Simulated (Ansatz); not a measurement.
`[BH2][GaH][F]` + `N=CCl` → `B/N=C\Cl` + `[F][GaH2]` at 298.15 K and 1 bar (cleavage of the B–Ga bond).

Calculated with Ansatz (gas phase, PBE0-D4/def2-TZVP geometries, no zero-point term in ΔE). CCSD(T)/CBS is the MP2 limit (def2-TZVPP, def2-QZVPP) plus CCSD(T) − MP2 in def2-TZVPP, frozen cores. This one scheme is used for every species. For Ga outer-core shells are correlated without core-valence functions, which leaves a few kJ/mol of doubt a bond. Scalar relativity is left out up to krypton. One conformer a species, not always the lowest.

```
        species  CCSD(T)/CBS energy (Eh)  H − E (kJ/mol)  S (J/(mol·K))
`[BH2][GaH][F]`              -2050.32373            90.0          301.8
        `N=CCl`               -553.70684            94.3          259.9
     `B/N=C\Cl`               -579.12291           127.9          295.2
    `[F][GaH2]`              -2024.95631            51.0          253.1
```

H − E and S are ideal-gas, rigid-rotor, harmonic terms from PBE0-D4/def2-TZVP, for one conformer and one mirror image of each species. 1 Eh = 2625.50 kJ/mol, R = 8.31446 J/(mol·K).

Task: By hand: ΔE, ΔH, ΔS and ΔG.

Result: ΔE = (-579.12291) + (-2024.95631) − (-2050.32373) − (-553.70684) = -0.04865 Eh = -127.7 kJ/mol. Δ(H − E) = 127.9 + 51.0 − 90.0 − 94.3 = -5.4, so ΔH = -133.1 kJ/mol. ΔS = 295.2 + 253.1 − 301.8 − 259.9 = -13.4 J/(mol·K). ΔG = -133.1 − 298.15 × (-13.4)/1000 = -129.1 kJ/mol.

Task: By hand: the equilibrium constant, and the temperature at which ΔG would vanish if ΔH and ΔS stayed fixed.

Result: log₁₀ K = −ΔG/(RT ln 10) = 22.6. ΔG = 0 at ΔH/ΔS = 9933 K, far beyond where these terms or the molecules hold.

The number of gas molecules stays the same, so ΔS is small and ΔH decides. A doubt of 5 kJ/mol in ΔE shifts log₁₀ K by 0.9 here. Other conformers and mirror images would add mixing entropy, several J/(mol·K) or more a flexible species. These are equilibria of isolated gas molecules and say nothing of rates. Largest T1 diagnostic: 0.014 (customary marks: 0.02 for closed shells, 0.045 for open ones).
